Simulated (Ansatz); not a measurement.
`FC(F)[SiH]1N=C1Cl`, charge 0, multiplicity 1.

(1) Give a relaxed structure at PBE0-D4/def2-TZVP (Ansatz 0.2.0). (Best estimate.)

Answers

(1) The calculation gave: 
Cartesian coordinates in Å:
```
F -1.0009 -1.5017 0.8405
C -1.1339 -0.8173 -0.3230
F -2.3685 -0.2332 -0.3357
Si 0.2046 0.5460 -0.4514
N 1.8992 0.0447 -0.1532
C 1.4366 0.7367 0.8037
Cl 2.1668 1.2301 2.2599
H -1.1088 -1.5465 -1.1423
H -0.0952 1.5413 -1.4985
```
This is one stationary point; other conformers may exist.
